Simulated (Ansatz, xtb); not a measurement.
# FH6OSn2+: where a starting geometry ends

The starting geometry of this gas-phase singlet has its atoms placed at random.

```xyz
10

F     0.8044    0.0934   -0.5011
O     1.8498    0.3021    0.1550
Sn   -0.9039   -1.0074   -1.2563
Sn    0.6581    2.3251    0.2642
H    -1.0252   -1.5913    0.9689
H     1.1742   -1.3278   -0.2039
H    -1.5237    2.1129   -0.0276
H    -2.4123   -0.9377   -0.1894
H     2.1818   -0.0358    1.1596
H    -0.7960    1.6706    1.5627
```

Problem. Guess where an optimisation with r2SCAN-D4/def2-SVP ends from this start.

Solution. It loosens into FH4OSn2 + H2, which stay close as a complex (formulas without charges). Distances that change by over a tenth: O2–Sn3 (3.36 → 2.39 Å), O2–H9 (1.11 → 0.97 Å), Sn4–H10 (2.06 → 1.69 Å). Contacts that open: F1–O2 (1.25 → 2.60 Å), Sn3–H8 (1.85 → 2.62 Å). Contacts that close: F1–Sn4 (2.36 → 2.01 Å), O2–Sn4 (2.35 → 2.03 Å), Sn3–H6 (2.35 → 1.78 Å), Sn4–H7 (2.21 → 1.69 Å), H5–H8 (1.92 → 0.77 Å).

The energy falls by 16.46 eV over 43 steps:

```json
{"step": "1", "E − E(last) (eV)": "16.462"}
{"step": "6", "E − E(last) (eV)": "7.710"}
{"step": "10", "E − E(last) (eV)": "5.909"}
{"step": "15", "E − E(last) (eV)": "1.317"}
{"step": "20", "E − E(last) (eV)": "0.500"}
{"step": "24", "E − E(last) (eV)": "0.472"}
{"step": "29", "E − E(last) (eV)": "0.053"}
{"step": "34", "E − E(last) (eV)": "0.002"}
{"step": "38", "E − E(last) (eV)": "0.001"}
{"step": "43", "E − E(last) (eV)": "0.000"}
```

Final geometry (Å):

```yaml
atoms:
  - { symbol: F, position_ang: [-1.0167, 0.5468, -0.0078] }
  - { symbol: O, position_ang: [1.5742, 0.6552, -0.2286] }
  - { symbol: Sn, position_ang: [0.2062, -1.2004, -0.8704] }
  - { symbol: Sn, position_ang: [0.2716, 1.9583, 0.6166] }
  - { symbol: H, position_ang: [-2.0193, -2.1786, 0.1597] }
  - { symbol: H, position_ang: [0.4180, -1.7541, 0.8089] }
  - { symbol: H, position_ang: [0.0271, 3.2622, -0.4250] }
  - { symbol: H, position_ang: [-2.2473, -2.0784, -0.5636] }
  - { symbol: H, position_ang: [2.4647, 0.5292, 0.1389] }
  - { symbol: H, position_ang: [0.3287, 1.8639, 2.3033] }
```

From the same start GFN2-xTB ends elsewhere, in pieces: FH3OSn + HSn + H2.

From so rough a start the end depends on the optimiser's path, so another program may land elsewhere. The end wasn't checked by frequencies. Atoms past krypton carry core potentials, without spin–orbit terms. Run with Ansatz 0.2.0, 2.3 min on 2 threads of Intel(R) Xeon(R) Platinum 8259CL CPU @ 2.50GHz (Skylake/Cascade Lake), with other jobs on the host.
